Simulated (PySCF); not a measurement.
**Two-photon absorption: `C[N+](C)(C)[SiH2][SiH3]`, [C3H14NSi2]+, charge +1**

Molfile (atoms numbered from 1):
```
C3H14NSi2
     RDKit          3D

 20 19  0  0  0  0  0  0  0  0999 V2000
   -0.5995   -0.4194   -1.5175 C   0  0  0  0  0  0  0  0  0  0  0  0
   -0.6325   -0.2169   -0.0670 N   0  0  0  0  0  0  0  0  0  0  0  0
   -1.0365    1.1616    0.2202 C   0  0  0  0  0  0  0  0  0  0  0  0
   -1.6209   -1.1317    0.5168 C   0  0  0  0  0  0  0  0  0  0  0  0
    1.1285   -0.5483    0.6783 Si  0  0  0  0  0  4  0  0  0  0  0  0
    2.7025    0.9187   -0.2623 Si  0  0  0  0  0  4  0  0  0  0  0  0
   -1.5874   -0.2593   -1.9523 H   0  0  0  0  0  0  0  0  0  0  0  0
   -0.2848   -1.4355   -1.7457 H   0  0  0  0  0  0  0  0  0  0  0  0
    0.0968    0.2769   -1.9799 H   0  0  0  0  0  0  0  0  0  0  0  0
   -2.0347    1.3612   -0.1726 H   0  0  0  0  0  0  0  0  0  0  0  0
   -1.0514    1.3303    1.2949 H   0  0  0  0  0  0  0  0  0  0  0  0
   -0.3407    1.8621   -0.2368 H   0  0  0  0  0  0  0  0  0  0  0  0
   -1.3460   -2.1635    0.3105 H   0  0  0  0  0  0  0  0  0  0  0  0
   -1.6701   -0.9936    1.5944 H   0  0  0  0  0  0  0  0  0  0  0  0
   -2.6103   -0.9448    0.0973 H   0  0  0  0  0  0  0  0  0  0  0  0
    0.7331   -0.4294    2.0851 H   0  0  0  0  0  0  0  0  0  0  0  0
    1.1617   -1.9835    0.3815 H   0  0  0  0  0  0  0  0  0  0  0  0
    2.7151    0.7162   -1.7150 H   0  0  0  0  0  0  0  0  0  0  0  0
    3.9926    0.6148    0.3393 H   0  0  0  0  0  0  0  0  0  0  0  0
    2.2793    2.2946    0.0190 H   0  0  0  0  0  0  0  0  0  0  0  0
  1  2  1  0
  2  3  1  0
  2  4  1  0
  2  5  1  0
  5  6  1  0
  1  7  1  0
  1  8  1  0
  1  9  1  0
  3 10  1  0
  3 11  1  0
  3 12  1  0
  4 13  1  0
  4 14  1  0
  4 15  1  0
  5 16  1  0
  5 17  1  0
  6 18  1  0
  6 19  1  0
  6 20  1  0
M  CHG  1   2   1
M  END
```

Computed with TDDFT B3LYP/def2-SVPD excited states, vertical, gas phase in PySCF. Geometry: GFN2-xTB.

Question: How strongly do the lowest singlets absorb one photon, and two photons of half the energy?

Answer: δ for parallel linear polarisation; σ at the peak of a Lorentzian of half width 0.1 eV, single beam; Ω is circular over linear.
```csv
state,E (eV),f,photon λ (nm),δ (au),σ (GM),Ω,main
S1,6.65,0.019,373,2.3,0.04,0.89,HOMO→LUMO 0.96
S2,7.32,0.003,339,0.64,0.01,1.50,HOMO−1→LUMO 0.91
S3,7.76,0.035,319,33.6,0.74,0.58,HOMO−2→LUMO 0.88
S4,7.82,0.019,317,2.83,0.06,1.50,"HOMO→LUMO+1 0.47, HOMO−4→LUMO 0.38"
S5,7.91,0.019,313,0.72,0.02,1.50,"HOMO−4→LUMO 0.57, HOMO→LUMO+1 0.38"
```

Among these, the strongest one-photon state is S3, the strongest two-photon state S3.
